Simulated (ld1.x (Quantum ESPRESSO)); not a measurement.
Which change was made? (V, TM)

```json
{
 "Element": "V",
 "Generator": "ld1.x (Quantum ESPRESSO) 7.5",
 "Type": "norm-conserving Troullier–Martins (Kleinman–Bylander form)",
 "Functional": "PBE",
 "Relativity": "scalar-relativistic",
 "Frozen core": "[Ne]",
 "Valence charge": "13",
 "Reference configuration": "3s2 3p6 3d3 4s2 4p0",
 "Partial waves": "3s (bound): rc 1.45 bohr; 3d (bound): rc 1.75 bohr; 4f channel at 0.05 Ry: rc 1.45 bohr; 3p (bound): rc 1.15 bohr",
 "Local potential": "the p channel",
 "Core correction": "none"
}
```

Occupied shells without a wave of their own: 4s. They enter only through the test configuration that unscreens the potential.

Cutoffs, loose and tight: the cutoffs (Ry, on a coarse ladder) from which the occupation-weighted sum of valence levels, in a spherical-Bessel basis at the reference potential, stays within 10 and 1 mRy of its value at 400 Ry. They do not see the model core or the augmentation charge, which bear on the density cutoff. Test errors are all-electron minus pseudo excitation energies from the reference, over the configurations 3s2 3p6 3d3 4s1 4p0; 3s2 3p6 3d3 4s0 4p0; 3s2 3p6 3d2 4s0 4p0; 3s2 3p6 3d4 4s1 4p0; 3s2 3p6 3d3.5 4s1.5 4p0; 3s2 3p6 3d2 4s2 4p1; 3s2 3p6 3d3 4s1 4p1; variants that change the core or the reference have their own tests.

The base gives: outcome: generated, misses its reference levels by 0.23 eV; cutoff, loose: 80 Ry; cutoff, tight: 110 Ry; bound ghosts: none; largest test error (meV): -1275.

On the changes marked as counting shells twice: ld1.x takes every shell without a wave as core, so the model core holds the marked electrons as well and exchange and correlation see them twice. This cancels in the reference configuration, but the file is broken for other ones, and its errors say nothing about a proper core correction.

Q: After one change the result is: outcome: generated, misses its reference levels by 0.23 eV; cutoff, loose: 140 Ry; cutoff, tight: 160 Ry; bound ghosts: none; largest test error (meV): -1297. Which change was it?
A. core correction a·sin(br)/r model core inside 1.10 bohr (4s counted twice)
B. type RRKJ; local potential all-electron potential smoothed inside 1.45 bohr (lloc = -1); rho0 0.005
C. wave 3d (bound): rc 1.75 bohr becomes 3d (bound): rc 1.10 bohr

A: C. The others give: type RRKJ; local potential all-electron potential smoothed inside 1.45 bohr (lloc = -1); rho0 0.005 → outcome: generated, misses its reference levels by 54.26 eV; bound ghosts: not determined; largest test error (meV): no test is counted, since the test run did not reproduce the reference configuration | core correction a·sin(br)/r model core inside 1.10 bohr (4s counted twice) → outcome: generated, misses its reference levels by 0.23 eV; cutoff, loose: 80 Ry; cutoff, tight: 110 Ry; bound ghosts: none; largest test error (meV): -2179.
